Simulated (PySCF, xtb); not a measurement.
O2S2, SMILES O=[S][S]=O (connectivity only; charge and spin as stated), neutral, multiplicity 1.

GFN2-xTB run with xtb 6.7.1 at its own geometry gives an orbital gap of 1.46 eV and a dipole moment of 4.24 D.

Coordinates come from a PBE0-D3(BJ)/def2-SVP optimisation. The values are those of a single conformer.

Q: What does PBE/def2-TZVPD (PySCF) give? (Estimate from the structure and the level; the computed values follow.)

A: gap 2.12 eV (levels -6.75 and -4.63 eV), dipole 3.00 D.
